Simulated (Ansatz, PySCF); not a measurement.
CH₃Cl₄Nb, SMILES [Cl][Nb]([CH3])([Cl])([Cl])[Cl], multiplicity 1. Atoms are numbered in the order given.

```xyz
9

Nb    -0.0227     0.1244     0.0574
Cl     1.8142    -0.4032    -1.2198
Cl     1.0691    -0.5403     2.0083
Cl    -1.0509     1.1791    -1.7510
Cl    -1.8059    -1.2629     0.4284
C     -0.0641     2.0770     0.9740
H      0.8901     2.5301     0.6438
H     -0.0714     2.0119     2.0693
H     -0.8986     2.6838     0.6006
```
Charge 0, spin multiplicity 1.

Coordinates come from a B3LYP-D3(BJ)/def2-SVP optimisation. The multiplicity is an assumed one; no other spin state was optimised. The structure was generated by enumeration; whether it is a known compound was not checked. The def2 effective core potentials stand for the cores of Nb; spin–orbit coupling is left out.

Two levels are set side by side: PBE-D3(BJ)/def2-SVP (Ansatz, a quantum-chemistry and plane-wave program) and B3LYP-D3(BJ)/def2-SVP (Ansatz). Each level has its own optimised geometry; the coordinates shown are those of the second. Frequencies come from the Hessian of PySCF at each geometry. Differences are taken from unrounded values.

```json
[
 {"quantity": "mean bond length (Å)", "B3LYP-D3(BJ)": "1.839"},
 {"quantity": "bond Nb1–Cl2 (Å)", "B3LYP-D3(BJ)": "2.299"},
 {"quantity": "bond Nb1–Cl3 (Å)", "B3LYP-D3(BJ)": "2.332"},
 {"quantity": "bond Nb1–Cl4 (Å)", "B3LYP-D3(BJ)": "2.332"},
 {"quantity": "bond Nb1–Cl5 (Å)", "B3LYP-D3(BJ)": "2.290"},
 {"quantity": "bond Nb1–C6 (Å)", "B3LYP-D3(BJ)": "2.157"},
 {"quantity": "bond C6–H7 (Å)", "B3LYP-D3(BJ)": "1.107"},
 {"quantity": "bond C6–H8 (Å)", "B3LYP-D3(BJ)": "1.097"},
 {"quantity": "bond C6–H9 (Å)", "B3LYP-D3(BJ)": "1.097"},
 {"quantity": "highest harmonic wavenumber (cm⁻¹)", "B3LYP-D3(BJ)": "3185"},
 {"quantity": "mean harmonic wavenumber (cm⁻¹)", "B3LYP-D3(BJ)": "849"},
 {"quantity": "zero-point energy (kcal/mol)", "B3LYP-D3(BJ)": "25.50"}
]
```

**Question.** What does PBE-D3(BJ) give, and how far is it from B3LYP-D3(BJ)? (The exact figures need the calculation; the answer reports its results.)

**Answer.** 
```json
[
 {"quantity": "mean bond length (Å)", "PBE-D3(BJ)": "1.842", "PBE-D3(BJ) minus B3LYP-D3(BJ)": "0.003"},
 {"quantity": "bond Nb1–Cl2 (Å)", "PBE-D3(BJ)": "2.299", "PBE-D3(BJ) minus B3LYP-D3(BJ)": "0.000"},
 {"quantity": "bond Nb1–Cl3 (Å)", "PBE-D3(BJ)": "2.332", "PBE-D3(BJ) minus B3LYP-D3(BJ)": "0.000"},
 {"quantity": "bond Nb1–Cl4 (Å)", "PBE-D3(BJ)": "2.332", "PBE-D3(BJ) minus B3LYP-D3(BJ)": "-0.001"},
 {"quantity": "bond Nb1–Cl5 (Å)", "PBE-D3(BJ)": "2.290", "PBE-D3(BJ) minus B3LYP-D3(BJ)": "0.001"},
 {"quantity": "bond Nb1–C6 (Å)", "PBE-D3(BJ)": "2.157", "PBE-D3(BJ) minus B3LYP-D3(BJ)": "0.000"},
 {"quantity": "bond C6–H7 (Å)", "PBE-D3(BJ)": "1.115", "PBE-D3(BJ) minus B3LYP-D3(BJ)": "0.008"},
 {"quantity": "bond C6–H8 (Å)", "PBE-D3(BJ)": "1.106", "PBE-D3(BJ) minus B3LYP-D3(BJ)": "0.008"},
 {"quantity": "bond C6–H9 (Å)", "PBE-D3(BJ)": "1.106", "PBE-D3(BJ) minus B3LYP-D3(BJ)": "0.009"},
 {"quantity": "highest harmonic wavenumber (cm⁻¹)", "PBE-D3(BJ)": "3122", "PBE-D3(BJ) minus B3LYP-D3(BJ)": "-63"},
 {"quantity": "mean harmonic wavenumber (cm⁻¹)", "PBE-D3(BJ)": "826", "PBE-D3(BJ) minus B3LYP-D3(BJ)": "-24"},
 {"quantity": "zero-point energy (kcal/mol)", "PBE-D3(BJ)": "24.79", "PBE-D3(BJ) minus B3LYP-D3(BJ)": "-0.71"}
]
```
